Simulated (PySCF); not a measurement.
WSCl4, SMILES [Cl][W]([Cl])([Cl])(=[S])[Cl], multiplicity 1.

Geometry: r2SCAN-D4/def2-SVP. The multiplicity is an assumed one; other spin states were not compared. The isomer is the one that the SMILES or the coordinates give; other isomers of the formula were not compared. The def2 effective core potentials stand for the cores of W; spin–orbit coupling is left out.

These are B3LYP/def2-TZVP run with PySCF values and carry that method's errors.

Symmetry labels are those of the subgroup Cs that the program uses (full group C3v).

Computed valence orbital energies around the gap with their symmetry:
```
orbital  symmetry  energy (eV)
-------  --------  -----------
HOMO−7         A'       -10.54
HOMO−6         A'       -10.22
HOMO−5         A"        -9.85
HOMO−4         A'        -8.59
HOMO−3         A"        -8.55
HOMO−2         A'        -8.55
HOMO−1         A'        -8.38
HOMO           A"        -8.38
LUMO           A"        -4.43
LUMO+1         A'        -4.43
LUMO+2         A"        -3.87
LUMO+3         A'        -3.87
```
